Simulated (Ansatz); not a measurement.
Z-matrix (Å, degrees):
```
C
Al 1 1.948
H 1 1.095 2 111.0
H 1 1.095 2 111.9 3 119.5
H 1 1.094 2 111.9 3 -119.4
C 2 1.958 1 123.3 3 -72.8
O 2 2.017 1 105.0 3 173.7
Cl 2 2.172 1 114.5 3 75.7
H 6 1.096 2 112.4 1 -50.9
H 6 1.095 2 113.0 1 -173.4
H 6 1.095 2 110.4 1 67.7
H 7 0.964 2 112.7 1 132.4
H 7 0.969 2 103.4 1 -112.1
```

Total charge 0; spin multiplicity 1.

(1) List the r2SCAN/def2-TZVPP orbital energies in eV (Ansatz 0.2.0). (Estimate.)

Answers

(1) Computed: Occupied: -2752.17, -1516.48, -518.44, -271.95, -271.76, -253.57, -192.06, -192.00, -191.98, -109.94, -70.25, -70.14, -70.02, -29.29, -20.09, -17.36, -17.07, -16.15, -13.15, -11.00, -9.76, -9.66, -9.45, -9.37, -9.10, -7.65, -7.55, -7.40, -6.33. Lowest empty: -0.59, 0.84, 1.46, 1.71, 2.08, 2.62, 3.01, 3.13.
